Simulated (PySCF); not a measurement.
Dipole moment and polarisability of `FCc1cnoc1`

Species: C4H4FNO.
Geometry (GFN2-xTB, Å), atoms numbered from 1 in this order:
```
atom  x, y, z in Å
F1    -2.0214    0.0564    1.1705
C2    -1.4929   -0.0019   -0.1016
C3    -0.0058   -0.0172   -0.0483
C4     0.8862    1.0871   -0.0367
N5     2.1200    0.6828    0.0464
O6     2.0995   -0.6653    0.0988
C7     0.8398   -1.0892    0.0474
H8    -1.8612    0.8816   -0.6320
H9    -1.8834   -0.9165   -0.5590
H10    0.6559    2.1317   -0.0898
H11    0.6688   -2.1467    0.0783
```

Level: PBE0/def2-SVPD (PySCF), static field, nuclei fixed, core orbitals frozen in the response. The polarisability tensor in these axes (au):

```
x   64.50 -0.20  0.10
y   -0.20 58.84 -0.68
z    0.10 -0.68 39.67
```

Question: Give the principal values, the mean and the anisotropy Δα = √{½[(α1 − α2)² + (α2 − α3)² + (α1 − α3)²]}.

Answer: Principal values 39.65, 58.86 and 64.51 au; mean 54.34 au = 8.05 Å³ = 8.96 × 10⁻⁴⁰ C²·m²/J; Δα = 22.58 au (42 % of the mean).

Question: What is the dipole moment, and where does it point?

Answer: (-1.90, -0.78, -1.69) D, 2.66 D in size, pointing from the negative to the positive side. Measured along this direction, the outermost atoms are N5 at the negative end and H9 at the positive end.

Question: Rayleigh depolarisation ratio (linearly polarised light, static tensor)?

Answer: ρ = 3Δα²/(45ᾱ² + 4Δα²) = 1529.0/(132870 + 2038.7) = 0.0113.

Question: Find the Langevin capture rate constant for NO+ (29.998 u) meeting this molecule (101.028 u), k = 2.342 × 10⁻⁹ cm³/s × √(α in Å³ / reduced mass in u).

Answer: The reduced mass is 23.13 u, so k = 1.38 × 10⁻⁹ cm³/s. The formula leaves out the permanent dipole, which adds to the capture rate.

Question: In TDDFT the mean static polarisability is Σ f/ω² over all singlet excitations (ω in hartree). How much of it do the 6 lowest give? Their energies (eV) and oscillator strengths: 6.26, 0.0050; 6.61, 0.0972; 7.01, 0.0051; 7.64, 0.0618; 7.69, 0.0010; 8.01, 0.0256.

Answer: They add up to 2.91 au, 5.4 % of the 54.34 au; the largest single term is 1.65 au, from the state at 6.61 eV. Terms in order: 0.09, 1.65, 0.08, 0.78, 0.01, 0.30 au. Higher excitations give the rest. The strengths listed sum to 0.196.

One conformer (not necessarily the lowest) at the GFN2-xTB geometry, without solvent, vibrations or thermal averaging.
